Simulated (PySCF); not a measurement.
Input for PySCF: R-MP2/6-31G* on Si2H6 (SMILES [SiH3][SiH3]) with ghost functions, monomers drawn apart or pushed together.

```python
from pyscf import gto, scf, dft, mp
from pyscf.data.elements import chemcore

mol = gto.M(
    atom='''
    Si   -1.53406401   -1.46281912    6.13558546
    Si   -0.37214725    0.44923734    6.84893127
    H    -2.60063408   -1.11345640    5.16390229
    H    -2.18506384   -2.15702945    7.27677587
    H    -0.62090043   -2.43764200    5.48777786
    H    -0.92136280    1.66711464    6.21080326
    H     1.07161265    0.33209616    6.54258993
    H    -0.51452965    0.60256287    8.32071365
    ghost-O    0.55588435    0.48663644    1.37382756
    ghost-H    1.00482369   -0.30707393    1.06305605
    ghost-H   -0.25499551    0.54365557    0.85674840
    ''',
    basis='6-31g*',
    cart=True,
    charge=0, spin=0, verbose=3, max_memory=1800)
mf = scf.RHF(mol)
mf.conv_tol = 1e-8
mf.max_cycle = 100
mf.kernel()
if not mf.converged:
    mf = mf.newton().run(mf.mo_coeff, mf.mo_occ)
pt = mp.MP2(mf, frozen=chemcore(mol)).run()
```

### Question
Give the final energy of this run.

### Answer
-581.4629 hartree.
